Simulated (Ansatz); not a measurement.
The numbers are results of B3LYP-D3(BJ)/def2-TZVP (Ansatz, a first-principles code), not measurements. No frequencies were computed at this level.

Ansatz 0.2 input:
```yaml
crystal:
  periodic: [false, false, false]
  atoms:
    - { symbol: C, position_ang: [-2.45239, 0.682661, 0.120245] }
    - { symbol: C, position_ang: [-1.230684, 0.006714, 0.730727] }
    - { symbol: C, position_ang: [0.000494, 0.141718, -0.161973] }
    - { symbol: C, position_ang: [1.22885, -0.533318, 0.443346] }
    - { symbol: C, position_ang: [2.453394, -0.394484, -0.452966] }
    - { symbol: H, position_ang: [-3.316543, 0.574414, 0.771745] }
    - { symbol: H, position_ang: [-2.266077, 1.744081, -0.029317] }
    - { symbol: H, position_ang: [-2.691709, 0.239071, -0.843937] }
    - { symbol: H, position_ang: [-1.019101, 0.451955, 1.705788] }
    - { symbol: H, position_ang: [-1.444607, -1.052611, 0.891407] }
    - { symbol: H, position_ang: [0.214347, 1.201232, -0.322714] }
    - { symbol: H, position_ang: [-0.211218, -0.303532, -1.137203] }
    - { symbol: H, position_ang: [1.015126, -1.592686, 0.604001] }
    - { symbol: H, position_ang: [1.440633, -0.088121, 1.418382] }
    - { symbol: H, position_ang: [3.315472, -0.881753, -0.003167] }
    - { symbol: H, position_ang: [2.269192, -0.850174, -1.423588] }
    - { symbol: H, position_ang: [2.694825, 0.654835, -0.608967] }
basis:
  gaussian: { orbitals: def2-tzvp }
hamiltonian:
  xc: b3lyp
  dispersion: d3bj
relax:
  max_steps: 150
```

Output:

```
Functional definition: B3LYP
1428 factors; their error is unknown
mean field evaluation 1: about -5367.4576 eV, gradient 8.3e1 eV
mean field evaluation 2: about -5355.4099 eV, gradient 1.0e2 eV
mean field evaluation 4: about -5383.6962 eV, gradient 4.8e0 eV
mean field evaluation 8: about -5383.7567 eV, gradient 3.3e-2 eV
mean field evaluation 16: about -5383.7126 eV, gradient 3.3e-5 eV
mean field -5383.71258614 eV, -197.8477883293 hartree, gradient 3.3e-5 eV, S^2 0.000000; 0 other end points of the search recorded, 0 dependent functions left out
reference -5383.71290847 eV, -197.8478001745 hartree; 21, 21 occupied and 206, 206 virtual orbitals, 1428 factors
relax step   1: F+E_penalty+E_count = -5384.24250298 eV  Δ(F+E_penalty+E_count) = +0.000e0 eV  max|allowed force component| = 4.640e-1 eV/Å  Δτ_max = 0.0000 Å  (28 SCF iters, accepted)
these checks for a lower state are left out or cut short: starts, cluster_reference, orbital_swaps, neighbouring_geometries, increment
1428 factors; their error is unknown
mean field -5383.73075173 eV, -197.8484559022 hartree, gradient 1.1e-5 eV, S^2 0.000000; 0 other end points of the search recorded, 0 dependent functions left out
reference -5383.73107658 eV, -197.8484678401 hartree; 21, 21 occupied and 206, 206 virtual orbitals, 1428 factors
relax step   2: F+E_penalty+E_count = -5384.25632299 eV  Δ(F+E_penalty+E_count) = -1.382e-2 eV  max|allowed force component| = 1.312e-1 eV/Å  Δτ_max = 0.0384 Å  (29 SCF iters, accepted)
these checks for a lower state are left out or cut short: starts, cluster_reference, orbital_swaps, neighbouring_geometries, increment
1428 factors; their error is unknown
mean field evaluation 32: about -5383.7323 eV, gradient 1.0e-5 eV
mean field -5383.73233942 eV, -197.8485142488 hartree, gradient 1.1e-5 eV, S^2 0.000000; 0 other end points of the search recorded, 0 dependent functions left out
reference -5383.73266415 eV, -197.8485261825 hartree; 21, 21 occupied and 206, 206 virtual orbitals, 1428 factors
relax step   3: F+E_penalty+E_count = -5384.25847491 eV  Δ(F+E_penalty+E_count) = -2.152e-3 eV  max|allowed force component| = 4.401e-2 eV/Å  Δτ_max = 0.0066 Å  (30 SCF iters, accepted)
these checks for a lower state are left out or cut short: starts, cluster_reference, orbital_swaps, neighbouring_geometries, increment
1428 factors; their error is unknown
mean field -5383.73237940 eV, -197.8485157180 hartree, gradient 1.1e-5 eV, S^2 0.000000; 0 other end points of the search recorded, 0 dependent functions left out
reference -5383.73270415 eV, -197.8485276525 hartree; 21, 21 occupied and 206, 206 virtual orbitals, 1428 factors
relax step   4: F+E_penalty+E_count = -5384.25860121 eV  Δ(F+E_penalty+E_count) = -1.263e-4 eV  max|allowed force component| = 2.312e-2 eV/Å  Δτ_max = 0.0019 Å  (30 SCF iters, accepted)
these checks for a lower state are left out or cut short: starts, cluster_reference, orbital_swaps, neighbouring_geometries, increment
1428 factors; their error is unknown
mean field -5383.73229336 eV, -197.8485125563 hartree, gradient 1.1e-5 eV, S^2 0.000000; 0 other end points of the search recorded, 0 dependent functions left out
reference -5383.73261810 eV, -197.8485244901 hartree; 21, 21 occupied and 206, 206 virtual orbitals, 1428 factors
relax step   5: F+E_penalty+E_count = -5384.25863501 eV  Δ(F+E_penalty+E_count) = -3.379e-5 eV  max|allowed force component| = 7.302e-4 eV/Å  Δτ_max = 0.0009 Å  (30 SCF iters, accepted)
1428 factors; their error is unknown
mean field evaluation 64: about -5383.7763 eV, gradient 1.7e-1 eV
mean field -5383.73229336 eV, -197.8485125563 hartree, gradient 1.1e-5 eV, S^2 0.000000; 1 other end points of the search recorded, 0 dependent functions left out
reference -5383.73261810 eV, -197.8485244901 hartree; 21, 21 occupied and 206, 206 virtual orbitals, 1428 factors
Total energy: -5384.25895974 eV, -197.8678671888 hartree
Atom 0 at    -2.471614     0.685156     0.125680 Å, force     0.000730     0.000084    -0.000536 eV/Å
Atom 1 at    -1.240629     0.012108     0.725958 Å, force     0.000649    -0.000416     0.000429 eV/Å
Atom 2 at     0.000479     0.137394    -0.153977 Å, force     0.000001     0.000377    -0.000697 eV/Å
Atom 3 at     1.238817    -0.532296     0.436251 Å, force    -0.000651    -0.000130     0.000581 eV/Å
Atom 4 at     2.472606    -0.400428    -0.452022 Å, force    -0.000728     0.000404    -0.000366 eV/Å
Atom 5 at    -3.342884     0.580165     0.774882 Å, force     0.000055    -0.000037     0.000039 eV/Å
Atom 6 at    -2.298711     1.752952    -0.029526 Å, force    -0.000230    -0.000110     0.000256 eV/Å
Atom 7 at    -2.724149     0.248629    -0.843775 Å, force    -0.000215    -0.000056     0.000285 eV/Å
Atom 8 at    -1.028924     0.445208     1.709129 Å, force    -0.000719    -0.000021    -0.000086 eV/Å
Atom 9 at    -1.451251    -1.048118     0.900832 Å, force    -0.000607     0.000374     0.000128 eV/Å
Atom 10 at     0.212828     1.198270    -0.330145 Å, force     0.000034     0.000186    -0.000062 eV/Å
Atom 11 at    -0.209682    -0.295695    -1.138789 Å, force    -0.000033    -0.000050    -0.000190 eV/Å
Atom 12 at     1.024929    -1.591804     0.611504 Å, force     0.000719     0.000083    -0.000027 eV/Å
Atom 13 at     1.447257    -0.098478     1.419802 Å, force     0.000607    -0.000313    -0.000241 eV/Å
Atom 14 at     3.341813    -0.887569    -0.006185 Å, force    -0.000055    -0.000012     0.000052 eV/Å
Atom 15 at     2.301840    -0.854908    -1.431030 Å, force     0.000229    -0.000154     0.000233 eV/Å
Atom 16 at     2.727279     0.649415    -0.616782 Å, force     0.000214    -0.000208     0.000204 eV/Å
Dipole moment:    -0.000032    -0.009175     0.016967 e Å
```

Cost: roughly 60 core-seconds.
